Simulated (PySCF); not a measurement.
Geometries of 2 isomers of C7H5FO2, from PBE0-D3(BJ)/def2-SVP geometry optimisation, gas phase in PySCF 2.14.0. One conformer each, no zero-point energy, no frequencies.

**Question.** Which isomer lies lower at this level?
A.
```xyz
15
angstrom
O      2.541   -1.539   -0.477
C      2.046   -0.441   -0.517
O      2.766    0.664   -0.756
C      0.604   -0.161   -0.313
C     -0.237   -1.243   -0.029
C     -1.597   -1.042    0.167
C     -2.102    0.251    0.073
F     -3.403    0.447    0.256
C     -1.288    1.344   -0.208
C      0.072    1.131   -0.400
H      3.681    0.369   -0.877
H      0.202   -2.241    0.033
H     -2.275   -1.867    0.391
H     -1.730    2.339   -0.271
H      0.734    1.969   -0.622
```
B.
```xyz
15
angstrom
C      2.001    1.657   -0.510
C      1.519    0.422   -0.690
C      0.248   -0.089   -0.173
C     -0.640    0.741    0.590
C     -1.786    0.171    1.022
F     -2.684    0.813    1.722
O     -2.141   -1.069    0.802
C     -1.330   -1.973    0.055
O     -1.749   -3.081   -0.088
C     -0.102   -1.392   -0.422
H      1.465    2.420    0.061
H      2.965    1.949   -0.933
H      2.106   -0.298   -1.269
H     -0.438    1.783    0.824
H      0.542   -2.058   -0.997
```

**Answer.** A. That is `O=C(O)c1ccc(F)cc1`, 36.9 kcal/mol below the other.

```
            SMILES                                           atoms numbered as above      E (Eh)  relative (kcal/mol)  relative (kJ/mol)  dipole (D)
 O=C(O)c1ccc(F)cc1   [O:1]=[C:2]([OH:3])[c:4]1[cH:5][cH:6][c:7]([F:8])[cH:9][cH:10]1  -519.13325                  0.0                0.0        1.42
C=Cc1cc(F)oc(=O)c1  [CH2:1]=[CH:2][c:3]1[cH:4][c:5]([F:6])[o:7][c:8](=[O:9])[cH:10]1  -519.07447                 36.9              154.3        4.85
```

As drawn, the lower has an O–H bond, which the higher lacks.
